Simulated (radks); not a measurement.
Results of a calculation; reference values are marked as such.
Problem. C2+, configuration [He] 2s2. Code: a radial shooting solver on a logarithmic mesh with Libxc functionals. Model: Dirac Kohn-Sham, PBE, spin-unpolarised, spherical densities, point nucleus; speed of light set to 13703.6 atomic units (100 times the physical value, a model run). Some entries of the table are withheld. Estimate them.

orbital,occ.,eigenvalue (hartree),<r^2> (bohr^2),<r> (bohr)
1s1/2,2,-11.33421,(1),0.2703
2s1/2,2,-1.48323,2.186,1.362
2p1/2,0,(2),2.140,1.320
2p3/2,0,(3),2.140,1.320

Solution. 
(1) 1s1/2 <r^2> (bohr^2): 0.09888
(2) 2p1/2 eigenvalue (hartree): -1.16743
(3) 2p3/2 eigenvalue (hartree): -1.16743
